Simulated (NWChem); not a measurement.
System: SiH$_{4}$TeS; SMILES [SiH3][Te]S

```xyz
7

Te     0.6876    -0.0446    -0.0067
S     -1.0517    -1.7459    -0.0512
H     -1.1777    -1.8685     1.2902
Si    -0.9895     1.8233    -0.0076
H     -0.2117     3.1004    -0.0088
H     -1.8395     1.7504     1.2167
H     -1.8472     1.7447    -1.2247
```
Atoms are numbered in this order, from 1.

Computed with NWChem. The geometry was optimised at PBE0/def2-SVP. def2 effective core potentials on Te; no spin-orbit coupling.

For level TPSS/STO-3G (all-electron, non-relativistic):

- highest occupied level (eV): -2.78
- orbital gap (eV): 3.95
- dipole (D): 2.02

Problem. Estimate the same quantities for level TPSS/def2-SVP (core potentials).

Solution. 
| Property | Value |
|---|---|
| highest occupied level (eV) | -5.65 |
| orbital gap (eV) | 2.96 |
| dipole (D) | 1.23 |
